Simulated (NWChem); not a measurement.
**Correlation energy of hydronium (H₃O (+1))**

SMILES: [OH3+]
```xyz
4

O      0.0000     0.0774     0.0000
H     -0.4720    -0.2067     0.8177
H     -0.4720    -0.2067    -0.8177
H      0.9443    -0.2062     0.0000
```
Charge +1, spin multiplicity 1.

The numbers come from NWChem runs, not from measurements. The geometry was optimised at B3LYP/def2-SVP, a minimum by its harmonic frequencies.

Basis set: def2-SVP. Each correlation energy counts from its own Hartree-Fock reference.

The correlated methods keep 1 core orbital frozen. Coupled-cluster values serve here as a point of comparison, not as the truth.

Problem. For the correlation energy, MP2 gives -203.3 mHa and SCS-MP2 gives -201.1 mHa. What do CR-CCSD[T], CR-CCSD(T), CCSD give?

Solution. CR-CCSD[T]: -217.4 mHa; CR-CCSD(T): -217.3 mHa; CCSD: -214.5 mHa.
